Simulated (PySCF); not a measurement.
Exercise with solution: dipole moment from atomic charges

LiCl, SMILES [Li][Cl]. Atoms are numbered in the order given.

```xyz
2

Li     0.0000     0.0000    -1.7170
Cl     0.0000     0.0000     0.3030
```

Geometry: PBE0-D3(BJ)/def2-TZVPD.

Charges (e) from PBE0/def2-TZVPD run with PySCF:

| atom | IAO | ESP fit |
|---|---|---|
| Li1 | 0.877 | 0.718 |
| Cl2 | -0.877 | -0.718 |

The dipole moment of the full density is 7.02 D.

Problem. What dipole moment does each set of point charges give, and which comes closer to that of the density?

Solution. 
μ = Σ q r, and 1 e Å = 4.8032 D.
IAO: Σ q r = (0.000, 0.000, -1.772) e Å, |μ| = 8.51 D.
ESP fit: Σ q r = (0.000, 0.000, -1.450) e Å, |μ| = 6.97 D.
ESP fit comes closer in size. Point charges leave out the atoms' own dipoles (lone pairs, polarised bonds); fits to the potential absorb them, partitions of the density don't.
